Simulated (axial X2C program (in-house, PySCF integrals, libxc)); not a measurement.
**MoS at several levels of theory**

All values were computed with an in-house all-electron X2C program for linear molecules (integrals from PySCF). Spin-free means the one-electron spin-free X2C Hamiltonian; two-component (2c) means X2C with spin–orbit coupling and atomic mean-field two-electron Coulomb and Gaunt terms, so the difference of the two also holds small scalar two-electron terms. Basis: Mo dyall-cv3z [11s12p9d5f3g], S dyall-av3z [9s8p3d2f] (cores contracted in-house); Gaussian nuclei, density fitting, unrestricted open shells. Masses: Mo 97.905 u, S 31.972 u.

State, spin-free: M_S = 2, Λ = 1 (beyond evenly filled blocks: σα, π+α, δ+α, δ-α); electrons by block: σα: 14, σβ: 13, π+α: 7, π+β: 6, π-α: 6, π-β: 6, δ+α: 2, δ+β: 1, δ-α: 2, δ-β: 1. Fragments: Mo + S.

State, 2c: Ω = 1 (⟨Sz⟩ = 2.00, ⟨Lz⟩ = -1.00 at PBE0); electrons by block: 1/2: 20, -1/2: 20, 3/2: 7, -3/2: 8, 5/2: 2, -5/2: 1. Fragments: Mo + S.

| Hamiltonian | level | Re (Å) | ωe (cm⁻¹) | Be (cm⁻¹) | αe (cm⁻¹) | De (eV) | D0 (eV) | k (mdyn/Å) | μ (D) |
| --- | --- | --- | --- | --- | --- | --- | --- | --- | --- |
| spin-free | PBE0 | 2.128 | 486.5 | 0.1545 | 0.000871 | 3.57 | 3.54 | 3.36 | -4.34 |
| spin-free | CCSD | 2.153 | 426.7 | 0.1509 | 0.00117 | 3.02 | 2.99 | 2.59 | n/a |
| spin-free | CCSD(T) | 2.133 | 457.1 | 0.1538 | 0.00105 | 3.27 | 3.25 | 2.97 | n/a |
| spin-free | LDA | 2.099 | 534.3 | 0.1588 | 0.000622 | 5.11 | 5.08 | 4.05 | -3.36 |
| 2c | PBE0 | 2.127 | 488.1 | 0.1546 | 0.000862 | 3.61 | 3.58 | 3.38 | -4.33 |
| 2c | CCSD | 2.151 | 429.4 | 0.1511 | 0.00115 | 3.04 | 3.01 | 2.62 | n/a |
| 2c | LDA | 2.099 | 534.7 | 0.1588 | 0.00062 | 5.14 | 5.10 | 4.06 | -3.35 |

Correlated methods: 12 electrons correlated (number of frozen shells: Mo 4 s, 3 p, 1 d; S 2 s, 1 p), 292 virtual spin orbitals or spinors in MP2, 90 natural virtuals in coupled cluster.

Dipoles are positive if S is the positive end.

Occupations by symmetry block were frozen at the best pattern of an incomplete PBE0 search. De is counted from the lowest determinant-based energies of the atoms at the same level, without counterpoise correction. Density functionals use the spin component along the axis (collinear). Coupled cluster ran in a truncated set of natural virtual spinors; the MP2 energy of the rest was added. (T) has no such correction and the atoms are truncated less, which lowers De at CCSD(T) by a hundredth of an eV or more. A 2c atom that is not at its ground J level misses part of its spin–orbit lowering, and De is too large by that part (0.04 eV or less for light atoms). This holds for PBE0. The functionals have no current-density term, which raises determinants with orbital currents, atoms included. With several unpaired electrons one determinant need not be a pure state. Open-shell Ω = 0 determinants with evenly filled partner blocks cannot be reached by this program, so the Ω shown need not be the lowest component. The determinant is spin-polarised beyond a pure state at some levels (its spin-free form has ⟨S²⟩ too high), which makes Re and μ there less reliable. The T1 diagnostic is large, a sign of multireference character. With the outer-core shells frozen, correlated bond lengths of heavy atoms tend to come out a few hundredths of an ångström too long.

No reliable constants came from CCSD(T) (2c), HF (2c), HF (spin-free), MP2 (2c), MP2 (spin-free): no minimum in range, unconverged points, a curve that is not smooth, a change of character along it, or the two Hamiltonians disagreeing along it.

Rough cost a point (2c) on 1 thread(s) of a shared host, integrals apart: PBE0 2.3 s, LDA 0.8 s.

The whole task took 3.5 min on 1 thread of INTEL(R) XEON(R) PLATINUM 8581C CPU @ 2.10GHz (Emerald Rapids), with other jobs on the host.
